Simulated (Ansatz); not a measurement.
The cluster Mg3Al3⁺: single points at one geometry.

```yaml
crystal:
  periodic: [false, false, false]
  atoms:
    - {symbol: Al, position_ang: [-1.493701, 1.738471, 0.638290]}
    - {symbol: Al, position_ang: [0.257027, -0.084627, -0.007980]}
    - {symbol: Al, position_ang: [-2.297383, -0.552238, -0.271315]}
    - {symbol: Mg, position_ang: [2.783605, -0.872444, -0.279833]}
    - {symbol: Mg, position_ang: [-0.472834, -2.531317, -0.994181]}
    - {symbol: Mg, position_ang: [1.223277, 2.302156, 0.915029]}
basis:
  gaussian: {orbitals: def2-SVP, initial_orbitals: start.molden}
total_charge: 1
hamiltonian: {xc: pbe, dispersion: d4}
scf: {omitted_lower_state_checks: [starts]}
output: {orbitals: {seedname: orbitals}}
```

The file start.molden holds the orbitals of an earlier run on this structure, at another level or in another basis.

```sh
$ ansatz run in.yaml --threads 4 --pin off --events-out ev --progress --plain --max-ram 4787MiB
```

It prints (some lines left out):

```
Functional definition: PBE
1116 factors; their error is unknown
mean field evaluation 1: about -36084.9856 eV, gradient 6.0e0 eV
mean field evaluation 2: about -36085.0680 eV, gradient 9.4e-2 eV
mean field evaluation 4: about -36084.9784 eV, gradient 2.5e-4 eV
mean field -36084.97841189 eV, -1326.0984973601 hartree, gradient 2.0e-5 eV, S^2 0.000000; 0 other end points of the search recorded, 0 dependent functions left out
reference -36084.97845977 eV, -1326.0984991197 hartree; 37, 37 occupied and 71, 71 virtual orbitals, 1116 factors
Total energy: -36085.22115022 eV, -1326.1074178290 hartree
Checks for a lower state left out: starts
```

Hardware: 4 threads of Intel Xeon on a shared host. Wall time 2.7 s.

As the first input, with `gaussian: {orbitals: def2-TZVP, initial_orbitals: start.molden}`, `hamiltonian: {xc: hse06, dispersion: d4}` (abridged; 9 s):

```
Functional definition: HSE06
mean field -36099.69199798 eV, -1326.6392116757 hartree, gradient 2.3e-5 eV, S^2 0.000000
Total energy: -36099.90077516 eV, -1326.6468840957 hartree
Checks for a lower state left out: starts
```

As the first input, with `gaussian: {orbitals: def2-TZVP, initial_orbitals: start.molden}`, `hamiltonian: {xc: {name: r2SCAN0}, dispersion: d4}` (abridged; 15 s):

```
Functional definition: r2SCAN0
mean field -36112.68797336 eV, -1327.1168049619 hartree, gradient 1.3e-5 eV, S^2 0.000000
Total energy: -36112.75418119 eV, -1327.1192380549 hartree
Checks for a lower state left out: starts
```

As the first input, with `gaussian: {orbitals: def2-TZVPP, initial_orbitals: start.molden}`, `correlation: {method: ccsd_t}` and without the key `hamiltonian` (abridged; 3.8 min):

```
Functional definition: HF
mean field evaluation 16: about -36029.9948 eV, gradient 1.7e1 eV
mean field evaluation 32: about -36034.2847 eV, gradient 6.3e-2 eV
mean field evaluation 64: about -36033.9188 eV, gradient 1.5e-3 eV
mean field -36036.66889966 eV, -1324.3231555309 hartree, gradient 3.0e-6 eV, S^2 0.000000; 2 other end points of the search recorded, 0 dependent functions left out; unrestricted orbitals would lower it
determinant -36036.66889966 eV, -1324.3231555309 hartree, with singles and doubles -36060.07757296 eV, -1325.1834084078 hartree
determinant -36034.28482596 eV, -1324.2355424387 hartree, with singles and doubles -36057.43791040 eV, -1325.0864025979 hartree
determinant -36033.91876814 eV, -1324.2220900617 hartree, with singles and doubles -36057.06680321 eV, -1325.0727646602 hartree
18 core orbitals not correlated, not the lowest: weight in the atoms' cores, before any rotation towards them, 1.000 or more for the frozen orbitals, at most 0.000 for the correlated occupied ones
second order -23.00366681 eV of doubles, -0.00000000 eV of singles
cycle   1  -23.20580302 eV  change   -3.8e-1 eV  update   3.0e-2
cycle   2  -23.26005809 eV  change   -5.4e-2 eV  update   8.1e-3
cycle   3  -23.25264494 eV  change    7.4e-3 eV  update   4.0e-3
cycle   4  -23.25365328 eV  change   -1.0e-3 eV  update   1.7e-3
cycle   5  -23.25468951 eV  change   -1.0e-3 eV  update   1.2e-3
cycle   6  -23.25454200 eV  change    1.5e-4 eV  update   5.3e-4
cycle   7  -23.25456195 eV  change   -2.0e-5 eV  update   2.1e-4
cycle   8  -23.25476765 eV  change   -2.1e-4 eV  update   8.7e-5
cycle   9  -23.25479270 eV  change   -2.5e-5 eV  update   4.5e-5
perturbative correction -1.32572013 eV, -0.0487193162 hartree
Total energy: -36061.24941249 eV, -1325.2264727163 hartree
Checks for a lower state left out: starts
```

Geometry: PBE0-D4/def2-SVP.

HSE06 is defined as in plane-wave codes, on full-range PBE exchange. Correlated methods freeze 18 core orbitals; core or outer-core shells of Mg are correlated, in sets that lack core-valence functions. The restricted singlet is unstable towards broken spin symmetry in Hartree–Fock (as tested in another run); at PBE-D4/def2-SVP, HSE06-D4/def2-TZVP, r2SCAN0-D4/def2-TZVP this wasn't settled. At CCSD(T)/def2-TZVPP the restricted singlet (for correlated methods, its reference) is unstable: a solution with broken spin symmetry lies lower. Another isomer (singlet) lies 0.33 eV lower at PBE0-D4/def2-TZVP; other spin states weren't run for this one.
